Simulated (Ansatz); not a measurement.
H2Be, triplet, geometry from GFN2-xTB (such geometries of metal compounds can be far from the true shape) (a higher spin typed on purpose: for a closed-shell molecule this is an excited state). Base run: Ansatz (a quantum-chemistry and plane-wave program) with BLYP/STO-3G.

Here is a job for Ansatz.
Ansatz 0.2 input:
```yaml
crystal:
  periodic: [false, false, false]
  atoms:
    - {symbol: Be, position_ang: [-0.05315013, 0.26940729, 0.24031424]}
    - {symbol: H, position_ang: [0.48591557, -1.04044807, 0.16569329]}
    - {symbol: H, position_ang: [-0.27331505, -0.03718111, -1.12695024]}
basis:
  gaussian:
    orbitals: STO-3G
hamiltonian:
  xc: blyp
magnetization: {spin_polarized: true, initial_magnetization: 2}
```

The base run was repeated with changes; each row names its change, and settings that it needs were set with it.

| change | basis functions | E (Eh) |
|---|---|---|
| base | 7 | -15.53088 |
| basis = pcseg-0 | 10 | -15.70273 |
| basis = 3-21G | 13 | -15.66329 |
| basis = def2-SV(P) | 13 | -15.74022 |
| basis = pc-1 | 19 | -15.75445 |
| basis = 6-31G* | 19 | -15.75749 |
| basis = def2-SVPD | 28 | -15.74739 |
| basis = 6-311G** | 30 | -15.76407 |
| basis = aug-pcseg-1 | 31 | -15.75506 |
| basis = def2-TZVP | 31 | -15.76286 |
| basis = pc-2 | 43 | -15.76642 |
| basis = def2-QZVPP | 96 | -15.76809 |
| basis = def2-QZVP | 96 | -15.76809 |

Totals compare only among sets that treat the same electrons; sets with core potentials leave the core out.
